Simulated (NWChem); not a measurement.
BCl₂F; SMILES FB(Cl)Cl

```xyz
4

B      0.0000     0.0000    -0.3489
F      0.0000     0.0000    -1.6596
Cl     1.5210     0.0000     0.5019
Cl    -1.5210     0.0000     0.5019
```
Atoms are numbered in this order, from 1.

Coordinates come from a PBE0/def2-SVP optimisation.

Task: Give the principal values of the shielding tensors (ppm) of B1, F2, Cl3 from B3LYP/6-311G** (spherical d), GIAO (NWChem), with their diamagnetic and paramagnetic parts as GIAO splits them.

Result: 
```csv
atom,σ11,σ22,σ33,isotropic,diamagnetic,paramagnetic
B1,49.5,72.2,78.6,66.8,199.7,-132.9
F2,17.8,171.0,341.3,176.7,465.7,-289.0
Cl3,527.4,816.9,953.2,765.8,1147.6,-381.8
```
